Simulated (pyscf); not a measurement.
## `[OH][SiH]([OH])[S][SH]`, singlet

Gas-phase minimum from PySCF at ωB97X-D3(BJ)/def2-SVP, one conformer. 

SMILES: O[SiH](O)SS
```xyz
9

O     -1.5230    -0.2436     1.9629
Si    -0.9679    -1.1636     0.7079
O     -1.1820    -2.7578     1.0623
S      1.1409    -0.7927     0.4299
S      0.9315     1.2851     0.3867
H     -1.2292     0.6755     1.9657
H     -1.6668    -0.8900    -0.5662
H     -0.9674    -3.0373     1.9590
H      0.6767     1.4228    -0.9320
```

Bond lengths (Å): O1–Si2 1.652, O1–H6 0.965, Si2–O3 1.647, Si2–S4 2.159, Si2–H7 1.479, O3–H8 0.963, S4–S5 2.089, S5–H9 1.350. Angles (°): Si2–O1–H6 115.5, O1–Si2–O3 109.4, O1–Si2–S4 109.3, O1–Si2–H7 113.1, O3–Si2–S4 108.7, O3–Si2–H7 107.6, S4–Si2–H7 108.6, Si2–O3–H8 116.9, Si2–S4–S5 94.3, S4–S5–H9 98.1.

Properties at ωB97X-D3(BJ)/def2-SVP:

```
Quantity                                                                                                                                                                                                                         Value
---------------------------------------------------------------------------------------------------------------------  ---------------------------------------------------------------------------------------------------------------
Harmonic wavenumbers, unscaled                                                                                         45, 138, 203, 215, 256, 288, 353, 378, 525, 536, 769, 805, 849, 869, 898, 907, 992, 2316, 2729, 3901, 3928 cm⁻¹
Zero-point energy                                                                                                                                                                                                        31.3 kcal/mol
Rotational symmetry number                                                                                                                                                                                                           1
Entropy of this conformer at 298 K and 1 atm, rigid rotor and harmonic oscillator, modes under 100 cm⁻¹ raised to 100                                                                                                  361.8 J/(mol K)
Dipole moment                                                                                                                                                                                                                   1.13 D
```

Single-point totals, which compare only within one level:

| level | total energy (hartree) |
|---|---|
| ωB97X-D3(BJ)/def2-TZVP | -1239.04705 |
| PBE/def2-TZVP | -1238.32068 |
| r²SCAN/def2-TZVP | -1238.82048 |
| B3LYP-D3(BJ)/def2-TZVP | -1239.04249 |
| PBE0-D3(BJ)/def2-TZVP | -1238.41994 |
| M06-2X/def2-TZVP | -1238.86151 |
| ωB97M-D3(BJ)/def2-TZVP | -1239.14479 |

The lowest mode is so soft that the shape along it may change with the basis. Soft torsions are taken as harmonic, which can shift the entropy by several J/(mol K).
